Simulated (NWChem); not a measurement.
Correlation energy of H3B

SMILES: B
```xyz
4

B      0.0000     0.0000     0.0000
H      0.0000     0.0000     1.2044
H     -1.0430     0.0000    -0.6022
H      1.0430     0.0000    -0.6022
```
Charge 0, spin multiplicity 1.

Everything below was run with NWChem. The geometry was optimised at B3LYP/def2-SVP, a minimum by its harmonic frequencies.

Basis set: def2-SVP. Each correlation energy counts from its own Hartree-Fock reference.

| method | correlation energy (mHa) | difference from CCSD(T) |
|---|---|---|
| CCSD+T(CCSD) | -117.2 | 0.0 |
| SCS-MP2 | -103.0 | +14.2 |
| CCSD | -115.6 | +1.6 |
| CR-CCSD[T] | -117.1 | +0.1 |
| CCSDT | -117.5 | -0.3 |
| CR-CCSD(T) | -117.0 | +0.1 |
| MP2 | -92.4 | +24.8 |
| CCSD(T) | -117.2 | 0.0 |

The values span 25.1 mHa, from CCSDT (lowest) to MP2 (highest). 

The correlated methods keep 1 core orbital frozen. The structure started from a generated list of species. No row is a measurement; the coupled-cluster row has its own basis-set and correlation limits.
